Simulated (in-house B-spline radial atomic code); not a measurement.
Inner levels of praseodymium as electrons are removed. A shift is the extra binding of the orbital against the neutral atom ([Xe] 4f3 6s2). Computed with a radial B-spline atomic code at the basis-set limit: non-relativistic Hartree-Fock, average of the configuration, point nuclei.

This level leaves out relativity, spin-orbit splitting included, which matters for heavy ions.

```tsv
ion	configuration	shift of 3p (eV)	shift of 1s (eV)	shift of 2s (eV)	radius of 3p (bohr)	radius of 1s (bohr)	radius of 2s (bohr)	Σ<r²> (bohr²)	change of density at nucleus (bohr⁻³)
Pr14+	[Kr] 4d9	276.34	278.69	278.09	0.27585	0.025731	0.10996	10.067	-57.426
Pr15+	[Kr] 4d8	314.72	319.32	318.6	0.27561	0.025731	0.10995	9.3525	-39.514
Pr16+	[Kr] 4d7	354.1	361.2	360.32	0.27534	0.025731	0.10994	8.675	-20.659
Pr17+	[Kr] 4d6	394.47	404.32	403.24	0.27506	0.025731	0.10993	8.0311	-0.866
Pr18+	[Kr] 4d5	435.82	448.68	447.35	0.27475	0.025732	0.10992	7.4182	19.858
Pr19+	[Kr] 4d4	478.12	494.27	492.63	0.27443	0.025732	0.10991	6.8342	41.516
Pr20+	[Kr] 4d3	521.38	541.09	539.08	0.27408	0.025732	0.10989	6.2769	64.104
Pr21+	[Kr] 4d2	565.57	589.11	586.69	0.27372	0.025732	0.10988	5.7445	87.62
Pr22+	[Kr] 4d1	610.68	638.35	635.46	0.27333	0.025732	0.10987	5.2355	112.06
Pr23+	[Ar] 3d10 4s2 4p6	656.72	688.8	685.37	0.27292	0.025732	0.10985	4.7484	137.44
Pr24+	[Ar] 3d10 4s2 4p5	703.04	742.74	736.04	0.27297	0.025732	0.10983	4.2896	166.68
Pr25+	[Ar] 3d10 4s2 4p4	750.04	797.69	787.58	0.27263	0.025731	0.10981	3.8454	196.72
Pr26+	[Ar] 3d10 4s2 4p3	797.7	853.67	839.98	0.27228	0.02573	0.10978	3.4151	227.56
Pr27+	[Ar] 3d10 4s2 4p2	846.03	910.66	893.22	0.27192	0.02573	0.10976	2.998	259.21
Pr28+	[Ar] 3d10 4s2 4p1	895.01	968.66	947.32	0.27155	0.025729	0.10973	2.5937	291.67
Pr29+	[Ar] 3d10 4s2	944.65	1027.67	1002.26	0.27116	0.025728	0.10971	2.2015	324.94
Pr30+	[Ar] 3d10 4s1	994.93	1086.07	1056.66	0.27076	0.025728	0.1097	1.8229	-97.248
Pr31+	[Ar] 3d10	1045.8	1145.36	1111.79	0.27036	0.025728	0.1097	1.4545	-535.48
Pr32+	[Ar] 3d9	1130.1	1259.89	1222.63	0.26833	0.025728	0.10961	1.3628	-470.1
```
